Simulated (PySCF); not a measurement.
Spectrum to structure. Method: TDDFT PBE0/def2-SVPD, vertical, gas phase, core orbitals frozen in the response in PySCF 2.14.0, density-fitted response routines. Geometries: GFN2-xTB, one conformer each.

```tsv
state	ν̃ (cm⁻¹)	f	main configurations (H = HOMO, L = LUMO)
S1	64610	0.029	H→L (98%)
S2	65720	0.0061	H-1→L (95%)
S3	69240	0.042	H→L+1 (54%), H→L+2 (22%), H→L+3 (13%)
S4	69790	0.0054	H→L+2 (44%), H→L+3 (43%)
S5	70360	0.018	H-2→L (20%), H→L+2 (20%), H→L+3 (20%)
S6	70790	0.030	H-1→L+1 (55%), H-2→L (26%)
```

Question: Which structure fits?
A. `FC(F)(F)[C@@H]1C[C@H]1[SiH3]`
B. `CCC1=CC=C(F)C=C1`
C. `CC(C)(C)C(C)(F)F`

Answer: A. Its S1 lies at 8.01 eV; the nearest of the others has S1 at 8.53 eV. S1 is HOMO→LUMO (98%). Löwdin shares by element: HOMO carbon 64% or more, silicon 16% (atoms not listed hold the other 20%); LUMO silicon 38%, hydrogen 27% or more (atoms not listed hold the other 35%). At the same level the other candidates give, for their lowest levels:
- `CCc1ccc(F)cc1`: 5.33 eV (f 0.020); 6.09 eV (f 0.046); 6.70 eV (f 0.056); 7.04 eV (f 0.656); 7.09 eV (f 0.377); T1 4.10 eV; HOMO -6.96, LUMO -0.49 eV
- `CC(C)(C)C(C)(F)F`: 8.53 eV (f 0.007); 9.06 eV (f 0.055); 9.09 eV (f 0.058); 9.32 eV (f 0.120); 9.50 eV (f 0.006); T1 8.42 eV; HOMO -8.96, LUMO 0.61 eV

The values belong to the conformer `[F:1][C:2]([F:3])([F:4])[C@@H:5]1[CH2:6][C@H:7]1[SiH3:8]`: F1–C2–C5–C6 153°.
Triplets come from the Tamm–Dancoff approximation.
